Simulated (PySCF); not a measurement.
## Spin-rotation constants: SMILES CO/C(C)=C\C(=O)F, C₅H₇FO₂

Geometry:
```csv
atom,x (Å),y (Å),z (Å)
C1,-0.623,1.907,-0.627
O2,0.324,0.970,-0.166
C3,-0.027,-0.294,0.066
C4,-1.438,-0.736,-0.161
C5,0.914,-1.165,0.509
C6,2.281,-0.794,0.744
O7,2.859,0.235,0.626
F8,2.994,-1.896,1.189
H9,-1.035,1.621,-1.600
H10,-0.076,2.842,-0.730
H11,-1.440,2.043,0.087
H12,-1.723,-0.581,-1.202
H13,-2.123,-0.164,0.464
H14,-1.544,-1.789,0.076
H15,0.651,-2.190,0.703
```

Computed with GIAO PBE/pcSseg-1 magnetisability, rotational g tensor and spin-rotation constants, non-relativistic, gas phase in PySCF 2.14.0. Geometry: GFN2-xTB.

Q: Give the nuclear spin-rotation constants along the inertial axes (H = +C I·J) beside the isotropic shieldings.

A: Rotational constants 4.0801, 1.2391, 0.9619 GHz. A star marks the isotopologue with that one atom substituted, in its own axes.
| atom | isotope | Caa (kHz) | Cbb (kHz) | Ccc (kHz) | mean (kHz) | σ (ppm) |
| --- | --- | --- | --- | --- | --- | --- |
| F8 | 19F | 5.814 | 3.750 | 1.893 | 3.819 | 98.4 |
| H9 | 1H | -0.307 | -0.104 | -0.001 | -0.138 | 27.7 |
| H10 | 1H | -0.461 | 0.081 | -0.101 | -0.160 | 27.3 |
| H11 | 1H | -0.306 | -0.104 | -0.002 | -0.137 | 27.7 |
| H12 | 1H | -0.254 | -0.134 | -0.024 | -0.137 | 29.5 |
| H13 | 1H | -0.253 | -0.134 | -0.024 | -0.137 | 29.5 |
| H14 | 1H | -0.375 | 0.021 | -0.120 | -0.158 | 29.8 |
| H15 | 1H | -0.371 | 0.096 | -0.118 | -0.131 | 26.6 |
| C1 | 13C* | 0.620 | 0.287 | 0.220 | 0.376 | 125.4 |
| O2 | 17O* | -1.389 | -0.223 | -0.060 | -0.557 | 158.9 |
| C3 | 13C* | 1.693 | 0.657 | 0.214 | 0.854 | 5.7 |
| C4 | 13C* | 0.587 | 0.185 | 0.149 | 0.307 | 162.6 |
| C5 | 13C* | 0.961 | 0.472 | 0.177 | 0.537 | 87.2 |
| C6 | 13C* | 2.151 | 0.312 | 0.294 | 0.919 | 23.0 |
| O7 | 17O* | -2.107 | -0.675 | -0.116 | -0.966 | -85.1 |

For the geometry as given, no vibrational averaging.

Q: How do the rotational constants and the g tensor change when H9, H10, H11, H12, H13, H14, H15 are replaced by deuterium?

A: Constants 3.4191, 1.1200, 0.8619 GHz; g -0.0302, -0.0143, -0.0060, against -0.0357, -0.0150, -0.0061 before.
